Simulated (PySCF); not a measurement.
A calculated (LDA, PySCF 2.14, cc-pVDZ-DK, scalar relativity by spin-free X2C-1e) atom or ion has these occupied shells.

```csv
shell,electrons,orbital energy (eV),"rms radius, mean of both spins (bohr)"
1s α,1,-5882.5,0.0735
1s β,1,-5882.5,0.0735
2s α,1,-687.14,0.318
2s β,1,-685.51,0.318
2p α,3,-581.93,0.288
2p β,3,-580.65,0.288
3s α,1,-96.158,0.967
3s β,1,-92.217,0.967
3p α,3,-67.767,1.04
3p β,3,-63.906,1.04
3d α,4,-24.339,1.36
```

Task: Name the element and its charge.

Result: Cr²⁺ (chromium, charge +2), in [Ar] 3d4, high-spin 5D determinant.
